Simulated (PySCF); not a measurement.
Carbonyl selenide, COSe, SMILES O=C=[Se], point group C∞v.

Level: B3LYP/pcSseg-2 in PySCF (density fitting, grid level 2); geometry and Hessian at that level, cubic constants and property derivatives from steps of ±0.6 along each species' dimensionless normal coordinates, second-order vibrational perturbation theory. The parent has the commonest isotopes.

Equilibrium geometry (Å):

| atom | x | y | z |
| --- | --- | --- | --- |
| O1 | -1.3247 | -0.0010 | -0.0269 |
| C2 | -0.1729 | -0.0031 | -0.0182 |
| Se3 | 1.5435 | -0.0061 | -0.0051 |

An isotope shift is δ(isotopologue) − δ(parent), that is, the negative of the change in the averaged GIAO shielding; n counts bonds from the nearest label (0: the labelled atom itself). These are computed values; those of heavy atoms are rounded to 5 ppb, about the numerical noise.

Task: What isotope shifts arise with ¹⁸O at 1?

Result: 
```csv
nucleus,n,0 K (ppb),100 K (ppb)
O1,0,-150,-150
C2,1,-45,-45
Se3,2,-550,-550
```

Task: What isotope shifts arise with ⁷⁷Se at 3?

Result: 
| nucleus | n | 0 K (ppb) | 100 K (ppb) |
| --- | --- | --- | --- |
| Se3 | 0 | 80 | 80 |
| C2 | 1 | 5 | 5 |
| O1 | 2 | 10 | 10 |

Task: What isotope shifts arise with ¹³C at 2, ⁷⁷Se at 3?

Result: 
| nucleus | n | 0 K (ppb) | 100 K (ppb) |
| --- | --- | --- | --- |
| C2 | 0 | -45 | -45 |
| Se3 | 0 | -1115 | -1105 |
| O1 | 1 | -165 | -165 |

Spin–orbit effects of the heavy atoms on shieldings are missing.
